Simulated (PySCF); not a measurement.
Species: C4H7NSi.
Atom-mapped SMILES: `[NH2:1][C:2]1=[CH:3][CH:4]=[CH:5][SiH2:6]1` (hydrogens: H7, H8 on N1; H9 on C3; H10 on C4; H11 on C5; H12, H13 on Si6)

A GFN2-xTB structure was refined with PySCF 2.14.0, PBE/cc-pVDZ geometry optimisation, gas phase. Its GFN2-xTB values:

```tsv
coordinate	GFN2-xTB
N1–C2	1.372 Å
N1–H7	1.010 Å
C2=C3	1.351 Å
C2–Si6	1.906 Å
C3–C4	1.443 Å
C3–H9	1.081 Å
C4=C5	1.346 Å
C4–H10	1.082 Å
C5–Si6	1.871 Å
C5–H11	1.077 Å
Si6–H12	1.468 Å
Si6–H13	1.464 Å
N1–C2–C3	124.7°
N1–C2–Si6	126.4°
C2–C3–C4	115.6°
C2–Si6–C5	89.1°
C3–C2–Si6	108.8°
C3–C4–C5	117.5°
C4–C5–Si6	109.0°
```

Question: How do these coordinates change at the PBE/cc-pVDZ level?

Answer: 
```tsv
coordinate	PBE/cc-pVDZ (Å or °)	change
Si6–H13	1.512	+0.048
Si6–H12	1.514	+0.046
C3–C4	1.469	+0.026
C2=C3	1.377	+0.026
C4=C5	1.370	+0.024
C4–H10	1.104	+0.022
C3–H9	1.103	+0.022
C5–H11	1.097	+0.020
C2–Si6	1.922	+0.016
N1–H7	1.024	+0.014
N1–C2	1.379	+0.007
C5–Si6	1.871	0.000
C2–Si6–C5	92.9	+3.8
C4–C5–Si6	105.8	-3.2
C3–C2–Si6	105.8	-3.0
N1–C2–C3	126.8	+2.1
C3–C4–C5	119.4	+1.9
N1–C2–Si6	127.2	+0.8
C2–C3–C4	116.1	+0.5
```

The energy falls by 16.4 kJ/mol over 5 energy and gradient evaluations, the largest force component goes from 0.0224 to 2.4e-04 Eh/bohr, and the atoms move by 0.048 Å rms after alignment. The bond that changes most is Si6–H13 (SiH2 silicon to Si–H hydrogen), which lengthens by 0.048 Å. Bonds longer at the end by more than 0.005 Å: 12 of 13; shorter: 0. Rotational constants go from 4681, 2974, 1860 to 4746, 2832, 1814 MHz.

The run used 123 basis functions and 39 SCF cycles in all.

Stationary, but not proved a minimum.

Shape of the structure used: `[NH2:1][C:2]1=[CH:3][CH:4]=[CH:5][SiH2:6]1`: H–N1–C2–C3 18°, H–N1–C2–C3 158°.
